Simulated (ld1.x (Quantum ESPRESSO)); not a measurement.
## Which change was made? (Sc, TM)

```json
{
 "Element": "Sc (Z = 21)",
 "Generator": "ld1.x (Quantum ESPRESSO) 7.5",
 "Type": "norm-conserving Troullier–Martins (Kleinman–Bylander form)",
 "Functional": "BLYP",
 "Relativity": "scalar-relativistic",
 "Frozen core": "[Ar]",
 "Valence charge": "3",
 "Reference configuration": "3d1.5 4s1.5 4p0",
 "Partial waves": "4s (bound): rc 2.25 bohr; 3d (bound): rc 2.35 bohr; 4p (bound, empty): rc 1.40 bohr",
 "Local potential": "the p channel",
 "Core correction": "none"
}
```

Cutoffs, loose and tight: the cutoffs (Ry, on a coarse ladder) from which the occupation-weighted sum of valence levels, in a spherical-Bessel basis at the reference potential, stays within 10 and 1 mRy of its value at 400 Ry. They do not see the model core or the augmentation charge, which bear on the density cutoff. Test errors are all-electron minus pseudo excitation energies from the reference, over the configurations 3d1 4s2 4p0; 3d1 4s1 4p0; 3d1 4s0 4p0; 3d1 4s0 4p2; 3d1 4s1 4p1; 3d2 4s0 4p0; 3d0 4s2 4p1; variants that change the core or the reference have their own tests. The largest error is taken over the tests solved by every variant that gives reliable tests at all, those not shown here included: 3d1 4s0 4p0; 3d1 4s1 4p0; 3d1 4s2 4p0; 3d2 4s0 4p0.

The base gives: outcome: generated; cutoff, loose: 40 Ry; cutoff, tight: 45 Ry; bound ghosts: s, d, p (extra level of the local part), f; largest test error (meV): +228.

Task: After one change the result is: outcome: generated; cutoff, loose: 200 Ry; cutoff, tight: over 300 Ry; bound ghosts: d, s, p (extra level of the local part), f; largest test error (meV): +365. Which change was it?
A. wave 4s (bound): rc 2.25 bohr becomes 4s (bound): rc 1.74 bohr
B. wave 4s (bound): rc 2.25 bohr becomes 4s (bound): rc 1.90 bohr
C. wave 4s (bound): rc 2.25 bohr becomes 4s (bound): rc 1.52 bohr

Result: C. The others give: wave 4s (bound): rc 2.25 bohr becomes 4s (bound): rc 1.74 bohr → outcome: generated; cutoff, loose: 70 Ry; cutoff, tight: 90 Ry; bound ghosts: d, s, p (extra level of the local part), f; largest test error (meV): +332 | wave 4s (bound): rc 2.25 bohr becomes 4s (bound): rc 1.90 bohr → outcome: generated; cutoff, loose: 50 Ry; cutoff, tight: 70 Ry; bound ghosts: s, d, p (extra level of the local part), f; largest test error (meV): +265.
